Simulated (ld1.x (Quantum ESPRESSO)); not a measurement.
# What the settings do to the TM potential of Te

Base potential:

ld1.x (Quantum ESPRESSO) 7.5 input, shortened:

```
&input
   title='Te', zed=52., rel=2, dft='PBESOL', iswitch=3,
   config='[Kr] 4d10 5s1.75 5p4.25', rel_dist='average'
 /
 &inputp
   pseudotype=2, tm=.true., lloc=0,
   nlcc=.true., rcore=0.50
 /
3
4P  2  1   6.00   0.00  1.10  1.10  0.0
4D  3  2  10.00   0.00  1.35  1.35  0.0
4S  1  0   2.00   0.00  1.10  1.10  0.0
 &test
   configts(1)='4s2 4p6 4d10 5s1.75 5p4.25'
 /
```

Open shells are filled in proportion to 2j + 1 (rel_dist='average').

Occupied shells without a wave of their own: 5p, 5s. They enter only through the test configuration that unscreens the potential, and ld1.x also counts them in the model core charge.

Cutoffs, loose and tight: the cutoffs (Ry, on a coarse ladder) from which the occupation-weighted sum of valence levels, in a spherical-Bessel basis at the reference potential, stays within 10 and 1 mRy of its value at 400 Ry. They do not see the model core or the augmentation charge, which bear on the density cutoff. Test errors are all-electron minus pseudo excitation energies from the reference, over the configurations 4s2 4p6 4d10 5s2 5p4; 4s2 4p6 4d10 5s2 5p3; 4s2 4p6 4d10 5s2 5p2; 4s1 4p6 4d10 5s2 5p4; 4s2 4p5 4d10 5s2 5p4; 4s2 4p6 4d10 5s2 5p0; 4s2 4p6 4d10 5s1 5p4. A dash means not determined; rows that change the core or the reference have their own tests. The largest error is taken over the tests solved by every variant that gives reliable tests at all: 4s2 4p6 4d10 5s2 5p2; 4s2 4p6 4d10 5s2 5p3; 4s2 4p6 4d10 5s2 5p4.

With those shells counted twice in exchange and correlation these files are broken, and their errors move erratically; no question is asked of them.

Cutoffs are not given where the Bessel-basis levels miss the radial ones by over 6 mRy, ghosts where they miss by over 20 mRy; a channel whose overlap is not positive is not tested.

A file whose overlap is not positive is unfit for use, and its test errors describe a broken file.

| change | outcome | cutoff, loose | cutoff, tight | bound ghosts | largest test error (meV) |
| --- | --- | --- | --- | --- | --- |
| base | generated, misses its reference levels by 2.42 eV | – | – | not determined | -2258 |
| local potential all-electron potential smoothed inside 1.15 bohr (lloc = -1) | generated, misses its reference levels by 0.46 eV | – | – | not determined | -324 |
| all radii but the core radius scaled by about 1.35 (s 1.48, p 1.48, d 1.82 bohr) | failed: run_pseudo: Errors in PS-KS equation | – | – | – | – |
| scalar-relativistic | generated, misses its reference levels by 2.44 eV | 160 Ry | 230 Ry | none | -2149 |
| wave 4p (bound): rc 1.10 bohr becomes 4p (bound): rc 0.80 bohr | generated, misses its reference levels by 2.42 eV | – | – | not determined | -1760 |
| type ultrasoft; waves now 4s (bound): rcut 1.00, rcutus 1.10 bohr; 5s (bound): rcut 1.00, rcutus 1.10 bohr; 4p (bound): rcut 1.05, rcutus 1.10 bohr; 5p (bound): rcut 1.05, rcutus 1.10 bohr; 4d (bound): rcut 1.15, rcutus 1.35 bohr; 4d channel at -1.6 Ry: rcut 1.15, rcutus 1.35 bohr; local potential all-electron potential smoothed inside 1.25 bohr (lloc = -1); augmentation PSQ, inside the norm-conserving radii | generated, overlap not positive | – | – | not determined (overlap not positive) | -0.2 |
| wave 4s (bound): rc 1.10 bohr becomes 4s (bound): rc 1.16 bohr | generated, misses its reference levels by 3.45 eV | – | – | not determined | -2640 |
| core [Ar] 3d10 4s2, valence charge 22; reference 4p6 4d10 5s2 5p3; waves now 4p (bound): rc 1.50 bohr; 4d (bound): rc 1.60 bohr; 5s (bound): rc 1.70 bohr; core correction none | generated, misses its reference levels by 3.26 eV | 90 Ry | 160 Ry | none | +14428 |
| core correction full core density, not smoothed (it rises at the typed radius of 1.18 bohr, so ld1.x skipped the fit) | generated, misses its reference levels by 2.42 eV | – | – | not determined | -2258 |
